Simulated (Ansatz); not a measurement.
`CC[N](C)[Ge]([Cl])([Cl])[Cl]` + `[Cl][Hf]([Cl])([Cl])[SeH]` → `[Cl][Ge]([Cl])([Cl])[SeH]` + `CC[N](C)[Hf]([Cl])([Cl])[Cl]`  (redistribution)

Isolated molecules relaxed with PBE0-D4/def2-TZVP in Ansatz; ΔE leaves out vibrations. CCSD(T)/CBS is the MP2 limit (def2-TZVPP, def2-QZVPP) plus CCSD(T) − MP2 in def2-TZVPP, frozen cores. DFT in def2-TZVPP. B3LYP here is the variant with VWN-RPA as its local correlation; programs differ in this. HSE06 is defined as in plane-wave codes. Elements past krypton have def2 core potentials. For Ge, Hf, Se outer-core shells are correlated without core-valence functions, which leaves a few kJ/mol of doubt a bond. Scalar relativity is left out up to krypton. One conformer a species, not always the lowest.

```csv
level,ΔE (kJ/mol),difference from CCSD(T)/CBS
LDA (SPW92),-22.2,-4.6
PBE-D4,-28.6,-11.0
revPBE-D4,-29.4,-11.8
BLYP-D4,-31.1,-13.5
r2SCAN-D4,-24.3,-6.7
B97M-V,-23.6,-6.0
PBE0-D4,-24.6,-7.0
B3LYP-D4,-27.7,-10.1
r2SCANh-D4,-23.3,-5.7
r2SCAN0-D4,-21.8,-4.2
HSE06-D4,-24.8,-7.2
BHLYP-D4,-23.5,-5.9
ωB97X-V,-22.8,-5.2
ωB97M-V,-22.4,-4.8
B2PLYP,-23.5,-5.9
PBE-QIDH,-19.9,-2.3
PBE,-28.7,-11.1
BLYP,-31.3,-13.7
r2SCAN,-24.4,-6.8
PBE0,-24.8,-7.2
B3LYP,-27.6,-10.0
r2SCANh,-23.5,-5.9
r2SCAN0,-22.0,-4.4
HSE06,-24.9,-7.3
BHLYP,-22.5,-4.9
CAM-B3LYP,-24.3,-6.7
LC-ωPBE,-22.2,-4.6
RPA@PBE/def2-TZVPP,-20.5,-2.9
HF/def2-SVP,-16.5,1.1
CCSD/def2-SVP,-23.7,-6.1
CCSD(T)/def2-SVP,-22.7,-5.1
HF/def2-TZVPP,-15.7,1.9
MP2/def2-TZVPP,-20.4,-2.8
SCS-MP2/def2-TZVPP,-21.8,-4.2
CCSD(T)/def2-TZVPP,-20.0,-2.4
HF/def2-QZVPP,-15.1,2.5
MP2/def2-QZVPP,-18.8,-1.2
HF/CBS(def2),-15.1,2.5
MP2/CBS(def2),-18.0,-0.4
CCSD/CBS(def2),-18.3,-0.7
CCSD(T)/CBS,-17.6,0
```

Largest T1 diagnostic among the species: 0.014.

Leaving LDA and LC-ωPBE aside and taking each functional with its dispersion term where it has one, the values spread over 11.2 kJ/mol, from BLYP-D4 to PBE-QIDH. LDA lies +6.5 kJ/mol from PBE without D4. From BLYP to BHLYP (50 % exact exchange), in def2-TZVPP and without D4, ΔE moves by +8.8 kJ/mol. In def2-TZVPP, CCSD(T) changes the Hartree–Fock value by −4.3 kJ/mol (the triples alone add +0.7 kJ/mol) and MP2 by −4.6 kJ/mol.
